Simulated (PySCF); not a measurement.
Molecule: Te(Me)(Et), SMILES CC[Te]C, singlet. Atoms near the plane z = 1.2 Å, at the PBE0/def2-SVP optimised geometry (x, y, z in Å): Te1 (-0.6, -1.4, 0.0), C2 (1.5, -1.4, 0.0), H3 (1.8, -2.5, 0.0), H4 (1.9, -0.9, 0.9), C6 (-0.8, 0.7, 0.0), H8 (-0.3, 1.1, 0.9), H9 (-1.9, 0.9, 0.2).

Computed with PBE0/def2-TZVP, def2 effective core potentials past Kr run with PySCF. The core electrons that the potentials of Te replace are not part of the density. The values are rescaled to run from 0 to 1.

```
|0000000000000000000000000000000|
|0000000000000000000000000000000|
|0000000000000000000000000000000|
|0000000000000000000000000000000|
|0000000000000000000000000000000|
|0000000000000000000000000000000|
|0000000000111221100000000000000|
|0000000012223333220000000000000|
|0000001223344555432000000000000|
|0000012334556676543100000000000|
|0000013445667888653200000000000|
|0000123456678999754210000000000|
|0000123556678999764211000000000|
|0000123456678888754322211000000|
|0000023455667777654344432100000|
|0000012345667776544555554210000|
|0000012345667776555677765320000|
|0000012345677777666789876421000|
|0000012456788887767899986431000|
|0000013456788988777899976431000|
|0000023457789988777788875431000|
|0000023456788888766777765321000|
|0000013456788887766666654320000|
|0000012345677776655555544210000|
|0000002345566665544455543210000|
|0000001234455554433344432100000|
|0000000123344443322233321000000|
|0000000011223322111111110000000|
|0000000000111111000000000000000|
|0000000000000000000000000000000|
|0000000000000000000000000000000|
```
Scale: ten equal steps from 0.000 (start of '0') to 1.00 (end of '9'), in the order '0123456789'; x runs from -4.50 to 4.50, y from -4.50 (bottom) to 4.50 (top).

**Question.** Which quantity is mapped?
(A) an orbital amplitude
(B) Laplacian of the electron density
(C) log10 of the electron density
(D) electron localisation function

**Answer.** C, log10 of the electron density. In full: log10 of the electron density (e/bohr³), floored at −4.
